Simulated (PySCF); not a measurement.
Si(H)(Cl)(Et)(Vi), SMILES [SiH](CC)(Cl)C=C, singlet at its GFN2-xTB optimised geometry (Å):

```
15

Si    -1.5367    -0.3562     0.0000
Cl    -2.1987    -1.2512    -1.6986
C     -2.2291    -1.3239     1.4622
C     -1.5416    -1.7127     2.5251
C      0.3688    -0.3562     0.0000
C      0.9707     0.3408    -1.2174
H     -2.0583     1.0154     0.0000
H     -3.2816    -1.5783     1.4154
H     -0.4919    -1.4945     2.6344
H     -1.9915    -2.2666     3.3348
H      0.7391    -1.3832     0.0362
H      0.7321     0.1362     0.9031
H      0.6622     1.3832    -1.2558
H      2.0583     0.3085    -1.1823
H      0.6453    -0.1429    -2.1355
```

Level of theory: B3LYP/def2-TZVP run with PySCF. Cells within 0.4 Å of a nucleus heavier than hydrogen are left out (blank, or x).

Map of the electrostatic potential (hartree/e), clipped to [-0.08, 0.12] on the plane z = 0.0 Å:

```
|00000000001111111111111111111|
|00000000001111111111111111111|
|00000000001111111111111111111|
|00000000001111111111111111111|
|00000000001111111111111111111|
|00000000001111111111111111111|
|00000000001111111111111111111|
|00000011111111111111111111111|
|00000123321111122111111111111|
|00001259963222222211111111111|
|00001399996433223221111111111|
|00011499999864444432211111111|
|01112599999998999853221111111|
|11123799999999999984222111111|
|111359999x99999x9995222111111|
|11236999xxx999xxx995211111111|
|112369999xx9999xx994211111111|
|11124999999999999994211111111|
|11123699999999999994211111111|
|11112369999975799994211111111|
|11111234566543499983211111111|
|00000111222222245542211111111|
|00000000011111122222111111111|
|00000000000001111111111111111|
|00000000000000111111111111111|
|00000000000000011111111111111|
|00000000000000001111111111111|
|00000000000000000111111111111|
|00000000000000000011111111111|
```
Scale: ten equal steps from -0.013 (start of '0') to 0.120 (end of '9'), in the order '0123456789'; x runs from -4.50 to 4.50, y from -4.50 (bottom) to 4.50 (top).
